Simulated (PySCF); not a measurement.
SMILES CC([NH])=NC(C)C, doublet, GFN2-xTB optimised geometry.

```
18

C     -0.05     0.43     0.00
C     -0.54    -0.27     1.23
N     -1.04    -1.46     1.10
N     -0.58     0.41     2.34
C     -0.70    -0.06     3.67
C      0.12     0.89     4.55
C     -2.17    -0.06     4.12
H      1.04     0.43     0.00
H     -0.40    -0.09    -0.88
H     -0.39     1.46     0.00
H     -1.29    -1.96     1.95
H     -0.28    -1.08     3.78
H     -0.26     1.90     4.45
H      1.16     0.88     4.26
H      0.04     0.58     5.59
H     -2.23    -0.37     5.16
H     -2.58     0.94     4.02
H     -2.75    -0.74     3.50
```

Density from unrestricted PBE0/def2-SVP run with PySCF 2.14.0 at that geometry.

Minimum of the electron density along straight lines between bonded atoms, close to the bond critical point (lines longer than 1.1 times the sum of covalent radii, or with two minima, are not listed):

```
bond    length / Å  ρ at the minimum / e bohr⁻³  ∇²ρ there / e bohr⁻⁵  position (fraction from the first atom)
------  ----------  ---------------------------  --------------------  ---------------------------------------
C1–C2        1.497                        0.262                     ?                                     0.48
C2–N3        1.294                        0.369                 -0.92                                     0.35
C2–N4        1.309                        0.353                 -0.87                                     0.35
N4–C5        1.414                        0.287                 -0.85                                     0.63
C5–C6        1.537                        0.240                 -0.55                                     0.51
C5–C7        1.535                        0.239                 -0.54                                     0.51
C1–H8        1.089                        0.274                 -0.99                                     0.62
C1–H9        1.085                        0.279                 -1.05                                     0.63
C1–H10       1.086                        0.277                 -1.03                                     0.63
N3–H11       1.013                        0.336                     ?                                     0.76
C5–H12       1.106                        0.272                 -0.97                                     0.62
C6–H13       1.086                        0.278                 -1.03                                     0.63
C6–H14       1.087                        0.277                 -1.02                                     0.63
C6–H15       1.087                        0.277                 -1.01                                     0.62
C7–H16       1.087                        0.276                 -1.01                                     0.63
C7–H17       1.087                        0.278                 -1.03                                     0.63
C7–H18       1.088                        0.277                 -1.01                                     0.62
```

### Question
Some entries are withheld; supply them.

### Answer

- C1–C2, ∇²ρ there / e bohr⁻⁵: -0.64
- N3–H11, ∇²ρ there / e bohr⁻⁵: -1.55
